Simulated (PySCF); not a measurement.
Compound: CH5NSeSi2.
Numbering: `[N:1]#[C:2][SiH2:3][Se:4][SiH3:5]` (hydrogens: H6, H7 on Si3; H8, H9, H10 on Si5)

A GFN2-xTB structure was refined with PBE0-D3(BJ)/def2-SVP geometry optimisation, gas phase (PySCF 2.14.0). Its GFN2-xTB values:

```tsv
coordinate	GFN2-xTB
N1≡C2	1.126 Å
C2–Si3	1.867 Å
Si3–Se4	2.329 Å
Si3–H6	1.452 Å
Se4–Si5	2.272 Å
Si5–H8	1.463 Å
N1–C2–Si3	177.0°
C2–Si3–Se4	107.2°
Si3–Se4–Si5	103.1°
C2–Si3–Se4–Si5	-46°
```

Task: How do these coordinates change at the PBE0-D3(BJ)/def2-SVP level?

Result: 
| coordinate | PBE0-D3(BJ)/def2-SVP (Å or °) | change |
| --- | --- | --- |
| Si3–Se4 | 2.268 | -0.061 |
| Si3–H6 | 1.488 | +0.036 |
| N1≡C2 | 1.160 | +0.034 |
| Se4–Si5 | 2.300 | +0.028 |
| Si5–H8 | 1.490 | +0.027 |
| C2–Si3 | 1.860 | -0.007 |
| Si3–Se4–Si5 | 95.0 | -8.1 |
| C2–Si3–Se4 | 109.8 | +2.6 |
| N1–C2–Si3 | 178.3 | +1.3 |
| C2–Si3–Se4–Si5 | -62 | -16 |

The energy falls by 24.1 kJ/mol over 8 energy and gradient evaluations, the largest force component goes from 0.0945 to 3.0e-04 Eh/bohr, and the atoms move by 0.237 Å rms after alignment. The bond that changes most is Si3–Se4 (ends: SiH2 silicon; selenium bonded to 2 Si), which shortens by 0.061 Å. Bonds longer at the end by more than 0.005 Å: 7 of 9; shorter: 2. Among the dihedrals that turn most is H7–Si3–Se4–Si5, from -162° to -179°. Rotational constants go from 2596, 1354, 971.8 to 2640, 1311, 999.4 MHz.

The run used 121 basis functions and 57 SCF cycles in all.

Stationary, but not proved a minimum. The numbers are those of one conformer.
